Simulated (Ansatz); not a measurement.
Reaction (substitution at a C–Br bond): `C=[C]([GeH3])Br` + H₂S → `C=[C](S)[GeH3]` + HBr

Computed with Ansatz on PBE0-D4/def2-TZVP structures; ΔE is electronic, products minus reactants. CBS: MP2 limit from def2 TZ/QZ plus the TZ coupled-cluster correction, frozen cores. This one scheme is used for every species. Functionals use def2-TZVPP. B3LYP here is the variant with VWN-RPA as its local correlation; programs differ in this. For Br, Ge outer-core shells are correlated without core-valence functions, which leaves a few kJ/mol of doubt a bond. Scalar relativity is left out up to krypton. Each species was taken in one conformer, which may not be the lowest.

```tsv
level	ΔE (kJ/mol)	difference from CCSD(T)/CBS
PBE-D4	-12.9	-3.2
r2SCAN-D4	-12.5	-2.8
PBE0-D4	-13.3	-3.6
B3LYP-D4	-10.7	-1.0
ωB97X-V	-9.6	0.1
ωB97M-V	-9.8	-0.1
B2PLYP	-8.3	1.4
PBE	-11.6	-1.9
r2SCAN	-12.1	-2.4
PBE0	-12.1	-2.4
B3LYP	-8.6	1.1
HF/def2-TZVPP	-6.0	3.7
MP2/def2-TZVPP	-7.7	2.0
SCS-MP2/def2-TZVPP	-5.8	3.9
CCSD/def2-TZVPP	-6.5	3.2
CCSD(T)/def2-TZVPP	-7.1	2.6
HF/def2-QZVPP	-6.4	3.3
MP2/def2-QZVPP	-9.3	0.4
SCS-MP2/def2-QZVPP	-7.4	2.3
HF/CBS(def2)	-6.5	3.2
MP2/CBS(def2)	-10.2	-0.5
CCSD/CBS(def2)	-9.0	0.7
CCSD(T)/CBS	-9.7	0
```

Largest T1 diagnostic among the species: 0.012.
